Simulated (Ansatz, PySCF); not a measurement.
W(NH)(S)(SH)2 (H3NS3W), SMILES [NH]=[W](=[S])([SH])[SH], multiplicity 1.

Coordinates come from a B3LYP-D3(BJ)/def2-SVP optimisation. The spin state was assumed, not searched. The structure was generated by enumeration; whether it is a known compound was not checked. The def2 effective core potentials stand for the cores of W; spin–orbit coupling is left out. One conformer was computed; it need not be the lowest.

Vertical ionisation energy (IE) and electron affinity (EA) in eV. Rows of orbital energies are one-electron estimates. Where ΔSCF, EOM or ADC give a negative EA the extra electron is unbound and the value depends on the basis.

| level | IE | EA |
|---|---|---|
| −ε(HOMO), −ε(LUMO), B3LYP/def2-TZVP (PySCF) | 7.18 | 2.82 |
| −ε(HOMO), −ε(LUMO), PBE/def2-TZVP (PySCF) | 6.34 | 3.33 |
| ΔSCF, CAM-B3LYP/def2-SVPD (Ansatz), final states of multiplicity 2 and 2 | 9.36 | 1.46 |
| ΔSCF, PBE/def2-SVPD (Ansatz), final states of multiplicity 2 and 2 | 8.92 | 1.02 |

### Question
What vertical singlet–triplet gap does ΔSCF give with CAM-B3LYP/def2-SVPD (Ansatz, an electronic-structure program) and with PBE/def2-SVPD (Ansatz)? (The exact figures need the calculation; the answer reports its results.)

### Answer
2.95 and 2.92 eV (triplet above singlet where positive).
